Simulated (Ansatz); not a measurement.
Ansatz results at the PBE0-D4/def2-TZVP geometry: HOMO energy (PBE/def2-TZVPP) -6.17 eV; HOMO energy (ωB97M-V/def2-TZVPP) -9.92 eV; size of the dipole moment (PBE/def2-TZVPP) 2.05 D.

Each molecule was computed in one conformer, which needn't be the lowest.

Which molecule gave them?
A. `FC1N=C[SiH2]O1`
B. `C#CC(=O)S`
C. `N[SiH](Cl)N[SiH3]`
D. `N[SiH2]N[SiH2]Cl`

D. The others give `N[SiH](Cl)N[SiH3]`: -6.39, -10.05, 2.60; `C#CC(=O)S`: -6.65, -10.31, 1.94; `FC1N=C[SiH2]O1`: -6.49, -10.24, 2.69.
